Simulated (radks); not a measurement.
The numbers below are computed, except where a source is named.
Initial-state core-level shifts of neutral aluminium when its valence configuration changes from [Ne] 3s2 3p1. Code: a radial shooting solver on a logarithmic mesh with Libxc functionals. Model: non-relativistic Kohn-Sham, PBE, spin-polarised, spherical densities, point nucleus; open shells are filled with parallel spins first. Shifts are changes of the shell-averaged eigenvalues in eV (positive: less bound); the change of the density at the nucleus, which sets a Mossbauer isomer shift, is in e/bohr^3, on a base of 1406.

valence          1s      2s      2p  density at nucleus
3s1 3p2      -1.191  -1.185  -1.171             -2.6783
3s1.5 3p1.5  -0.688  -0.676  -0.670             -1.2887
3p3          -2.930  -2.876  -2.850             -5.5837
